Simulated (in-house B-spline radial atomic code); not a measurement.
The numbers below are computed, except where a source is named.
# Making a Troullier-Martins p channel for F, r_c = 1.21 bohr

F, [He] 2s2 2p5, non-relativistic PBE, spherical and spin-unpolarised, from a B-spline radial code for spherical atoms (atomic units). The all-electron 2p level is ε = -0.408704 hartree and its outer maximum at 0.71 bohr.

Inside r_c the pseudo-orbital is u(r) = r^2 exp(p(r)), with p = c0 + c2 r² + c4 r⁴ + … + c12 r¹². The seven coefficients follow from p and its first four derivatives at r_c, from zero curvature of the screened potential at the origin, c4 = −c2²/(2l + 5), and from the norm inside r_c. At r_c the all-electron orbital has P = 0.7353565, P' = -0.4835551, the screened potential V = -1.146459, V' = 2.241313, V'' = -5.992248, and the norm inside is Q = 0.6563709.

What are p, p' and p'' at r_c?

p = ln(P/r_c^2) = ln(0.7353565/1.4641) = -0.68864. p' = P'/P − 2/r_c = -0.65758 − 1.65289 = -2.31047. The radial equation gives p'' = 2(V − ε) − 2(2) p'/r_c − p'² = -1.47551 − (-7.63792) − 5.33828 = 0.82413. Differentiating, p''' = 2V' + 2(2)p'/r_c² − 2(2)p''/r_c − 2p'p'' = -0.74584, and p'''' = 2V'' − 4(2)p'/r_c³ + 4(2)p''/r_c² − 2(2)p'''/r_c − 2p''² − 2p'p''' = 0.61298.

For a trial c2 the five matching conditions are linear in c0, c6, c8, c10 and c12, and c2 is varied until the norm inside r_c equals Q. The root nearest zero gives:

```
 n         c_n
 0    1.882919
 2   -2.541148
 4  -0.9224902
 6    3.167406
 8    -2.57594
10   0.9411274
12  -0.1329335
```

Check c4 and p(r_c), and find the screened pseudopotential at the origin.

−c2²/7 = -0.92249, as listed. The terms c_n r_c^n are 1.88292, -3.72049, -1.97744, 9.94068, -11.83638, 6.33143, -1.30936, which sum to -0.68864. Inverting the radial equation, V_l(r) = ε + 2 p'/r + (p'' + p'²)/2, so V_l(0) = ε + (2l + 3) c2 = -0.408704 + 5 × (-2.54115) = -13.1144 hartree, finite where the all-electron potential diverges.

Orbitals and screened potentials:

| r (bohr) | P | u | V all-electron | V pseudo |
| --- | --- | --- | --- | --- |
| 0.121 | 0.186 | 0.0927 | -57.14 | -13.09 |
| 0.302 | 0.5869 | 0.4729 | -16.31 | -12.39 |
| 0.484 | 0.8249 | 0.8347 | -7.649 | -9.632 |
| 0.666 | 0.9039 | 0.9543 | -4.266 | -5.371 |
| 0.847 | 0.8857 | 0.9056 | -2.589 | -2.216 |
| 1.028 | 0.82 | 0.8213 | -1.678 | -1.338 |
| 1.21 | 0.7354 | 0.7354 | -1.146 | -1.146 |

Logarithmic derivatives P'/P at R = 1.51 bohr, for energies E around ε:

```tsv
E − ε (hartree)	all-electron	pseudo
-0.5	0.565623	0.571226
-0.25	0.0611117	0.0636662
-0.1	-0.37649	-0.375858
0	-0.769361	-0.769361
0.1	-1.29743	-1.29613
0.25	-2.5832	-2.56609
0.5	-11.6181	-10.9198
```

With P(R) = 0.5923754 and a norm of 0.7888054 inside R, what slope in energy does norm conservation fix?

d(P'/P)/dE = −2 × (norm inside R)/P(R)² = -4.4958 per hartree·bohr at E = ε, for both atoms, since orbital and norm agree at R. Differences over ±0.1 hartree give -4.6047 (all-electron) and -4.6014 (pseudo), which also hold third-order terms. Half a hartree below ε the two curves differ by +0.0056.
